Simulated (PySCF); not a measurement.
**Si²⁺ (silicon, charge +2) across methods**

[Ne] 3s1 3p1, 3s spin antiparallel (an excited configuration). All numbers are calculated (PySCF 2.14, the spin-free X2C one-electron Hamiltonian (Gaussian nucleus), in aug-cc-pCVQZ-DK).

| method | E (hartree) | mean ε 2p α (eV) | mean ε 3s β (eV) | mean ε 3p α (eV) | Σ⟨r²⟩ (bohr²) | ⟨S²⟩ |
| --- | --- | --- | --- | --- | --- | --- |
| TPSS | -288.8212 | -118.80 | -29.290 | -21.619 | 12.99 | 1.000 |
| PBE | -288.6604 | -118.24 | -29.274 | -21.500 | 12.96 | 1.000 |
| PBE0 | -288.6775 | -123.69 | -30.462 | -22.387 | 13.01 | 1.000 |
| r2SCAN0 | -288.7645 | -125.25 | -30.748 | -22.452 | 13.09 | 1.000 |
| r2SCAN | -288.7726 | -120.42 | -29.643 | -21.626 | 13.07 | 1.000 |
| LDA | -287.6311 | -118.33 | -29.393 | -21.353 | 12.93 | 1.000 |
| UHF | -288.30723 | -138.80 | -33.223 | -24.249 | 13.35 | 1.000 |
| M06 | -288.7918 | -124.20 | -30.334 | -22.203 | 12.83 | 1.000 |

With the s spin flipped the determinant is a mixture of two multiplicities, not a spectroscopic state.
